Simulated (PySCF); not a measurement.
**Exercise with solution: oscillator strength and radiative lifetime**

C₃H₇BO₂, SMILES OB1CC(O)C1.

Coordinates come from a r2SCAN-D4/def2-SVP optimisation. The structure was generated by enumeration, and PubChem lists no compound with its InChIKey, so it may never have been made. Other conformers were not sampled.

PySCF with TDA-PBE/def2-SVPD puts the first singlet state with f over 0.02 at 5.59 eV (vertical), with the transition dipole (0.461, 0.133, 0.007) in atomic units.

**Question.** Find the oscillator strength, the wavelength and the radiative lifetime that this transition would have in vacuum if emission retraced absorption.

**Answer.** 
|μ|² = 0.2303 au, so |μ| = 1.22 D. ΔE = 5.59/27.211 = 0.2054 hartree. f = (2/3) ΔE |μ|² = 0.032 (the program prints 0.032).
λ = 1239.84/5.59 = 222 nm; ν = 45086 cm⁻¹.
Einstein's coefficient A = 0.6670 ν² f s⁻¹ (ν in cm⁻¹) = 4.3e7 s⁻¹, so τ = 1/A = 23 ns. This state is S2; the lower singlet has f = 0.002. The figure is the radiative limit of this one transition; relaxation, internal conversion, crossing to triplets and a medium change what is measured.
